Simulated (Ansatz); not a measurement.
```yaml
crystal:
  periodic: [false, false, false]
  atoms:
    - {symbol: F, position_ang: [-0.359150, -0.044641, 1.757336]}
    - {symbol: Ge, position_ang: [-0.005737, -0.016041, 0.066889]}
    - {symbol: I, position_ang: [1.888666, -1.586702, -0.282697]}
    - {symbol: I, position_ang: [-2.073195, -0.756916, -1.097043]}
    - {symbol: I, position_ang: [0.599316, 2.330501, -0.485985]}
basis:
  gaussian: {orbitals: def2-SVP}
magnetization: {spin_polarized: true, initial_magnetization: 6}
hamiltonian: {xc: {name: wB97X-V}}
output: {forces: true}
```

```sh
$ ansatz run in.yaml --threads 4 --pin off --events-out ev --progress --plain --max-ram 11315MiB
```

Shortened log:

```
Functional definition: wB97X-V
1441 factors; integrals over basis functions are off by at most 7.4e-4 eV
289 factors; integrals over basis functions are off by at most 4.6e-6 eV
mean field evaluation 1: about -83503.4670 eV, gradient 2.8e1 eV
mean field evaluation 2: about -83463.4898 eV, gradient 8.9e1 eV
mean field evaluation 4: about -83506.6841 eV, gradient 7.2e0 eV
mean field evaluation 8: about -83507.1050 eV, gradient 4.9e-1 eV
mean field evaluation 16: about -83508.5505 eV, gradient 8.5e-1 eV
mean field evaluation 32: about -83508.8881 eV, gradient 3.2e-5 eV
mean field -83508.88814999 eV, -3068.8950351547 hartree, gradient 7.1e-8 eV, S^2 12.010874; 6 other end points of the search recorded, 0 dependent functions left out
reference -83508.88814952 eV, -3068.8950351376 hartree; 61, 55 occupied and 63, 69 virtual orbitals, 1441 factors
Total energy: -83508.88814952 eV, -3068.8950351376 hartree
Atom 0 at    -0.359150    -0.044641     1.757336 Å, force    -0.497505    -0.040201     2.381227 eV/Å
Atom 1 at    -0.005737    -0.016041     0.066889 Å, force    -0.455826    -0.036933     2.178029 eV/Å
Atom 2 at     1.888666    -1.586702    -0.282697 Å, force     4.236665    -3.516900    -0.760260 eV/Å
Atom 3 at    -2.073195    -0.756916    -1.097043 Å, force    -4.633245    -1.659033    -2.583621 eV/Å
Atom 4 at     0.599316     2.330501    -0.485985 Å, force     1.349912     5.253067    -1.215375 eV/Å
Dipole moment:     0.138419     0.011217    -0.661888 e Å
```

In this input the spin is set far too high for this molecule. Self-consistency was reached. The result belongs to that input, not to the molecule as meant.
